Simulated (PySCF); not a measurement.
**Different ions with F ligands: tetrahedral complexes compared**

All values are computed with PySCF: state-averaged CASSCF of the d shell with SC-NEVPT2, spin-free X2C, triple-zeta basis on the metal and double-zeta on the ligands, mean-field spin-orbit coupling; model geometries with bond lengths from ionic radii.

```
 complex  point group  M–L / Å  L–M–L / °  solvent
[FeF4]2+           Td     1.55        109     none
 [MnF4]-           Td     1.82        109    water
[MnF4]2+           Td     1.55        109     none
 [MoF4]+           Td     1.79        109     none
 [TiF4]-           Td     1.85        109    water
 [CoF4]-           Td     1.79        109    water
    CrF4           Td     1.73        109     none
```

For [FeF4]2+, [MnF4]2+, [MoF4]+ the d shell alone is too small an active space: their values show what this model gives and aren't sound predictions.

(1) What are the ground states and moments?

The tetrahedral shape is imposed. Real complexes may take another, with another ground state.

Results:

(1) 
```tsv
complex	shell	ground state (NEVPT2)	total orbital splitting (CASSCF fit) / cm⁻¹	μeff(300 K) / μB
[FeF4]2+	d2	3A2	20196	2.80
[MnF4]-	d4	5T2	6614	4.53
[MnF4]2+	d1	2E	20358	1.72
[MoF4]+	d1	2E	18297	1.65
[TiF4]-	d1	2E	8219	1.75
[CoF4]-	d6	5E	6364	5.08
CrF4	d2	3A2	10752	2.78
```
